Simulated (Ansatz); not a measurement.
Molecule (SMILES): [S]=[Ge] (S-Ge) (closed-shell singlet).
Geometry (B3LYP-D3(BJ)/def2-TZVP, fixed):
```xyz
2

Ge     0.0000     0.0000    -0.6762
S      0.0000     0.0000     1.3523
```

Basis-set convergence of the dipole moment at PBE with Ansatz (a program for electronic structure). Dipoles come from the density behind the forces; the sign is taken along the dipole that this method gives in the largest set. Cartesian d functions, on some or all atoms, in 6-31G, 6-311G**; all else is spherical. The program fits the integrals of some runs and decomposes those of others, by size. No added dispersion term, no relativity. Reference: the value in aug-pcseg-3, 2.024 D, itself unsure by roughly 0.008 D (its mean distance from aug-cc-pV(Q+d)Z, def2-QZVPPD).

```json
[
 {"basis": "6-31G", "functions": "42", "dipole moment (D)": "(withheld)"},
 {"basis": "def2-SVP", "functions": "50", "dipole moment (D)": "1.743"},
 {"basis": "def2-SVPD", "functions": "65", "dipole moment (D)": "2.075"},
 {"basis": "aug-cc-pV(D+d)Z", "functions": "68", "dipole moment (D)": "(withheld)"},
 {"basis": "6-311G**", "functions": "71", "dipole moment (D)": "(withheld)"},
 {"basis": "pcseg-2", "functions": "77", "dipole moment (D)": "2.130"},
 {"basis": "def2-TZVPPD", "functions": "105", "dipole moment (D)": "(withheld)"},
 {"basis": "pcseg-3", "functions": "132", "dipole moment (D)": "2.050"},
 {"basis": "def2-QZVP", "functions": "145", "dipole moment (D)": "2.015"}
]
```

Fill in the missing entries.


- 6-31G, dipole moment (D): 2.258
- aug-cc-pV(D+d)Z, dipole moment (D): 2.008
- 6-311G**, dipole moment (D): 2.245
- def2-TZVPPD, dipole moment (D): 2.035
